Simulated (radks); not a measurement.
Species: Sn V. Configuration: [Kr] 4d10. Method: Dirac Kohn-Sham, BLYP, spin-unpolarised, spherical densities, finite nucleus; Fermi nuclear charge, rms radius 4.6519 fm; computed with a radial shooting solver on a logarithmic mesh with Libxc functionals.

Radial electron density D(r) = 4 pi r^2 rho(r):

r (bohr)  D(r) (e/bohr)
0.00323           11.21
0.004207          16.62
0.005477          23.93
0.007075          32.87
0.009213          43.46
0.0119            53.71
0.0155            61.96
0.02002           65.28
0.02607           62.99
0.03367           58.04
0.04384           56.84
0.05664           64.64
0.07375           77.73
0.09526           81.94
0.124             70.35
0.1615            57.66
0.2086            61.27
0.2717            67.58
0.3509            52.48
0.457             27.57
0.5903            20.37
0.7686            23.62
0.9929            19.40
1.293             9.805
1.67              3.332
2.175            0.7021
2.809           0.08993
3.658          0.004749

D(r) has 4 maxima, at r = 0.0205, 0.0901, 0.263, 0.787 bohr, and minima at 0.0402, 0.172, 0.572 bohr, inside which lie 2.03, 11.16, 29.01 electrons.
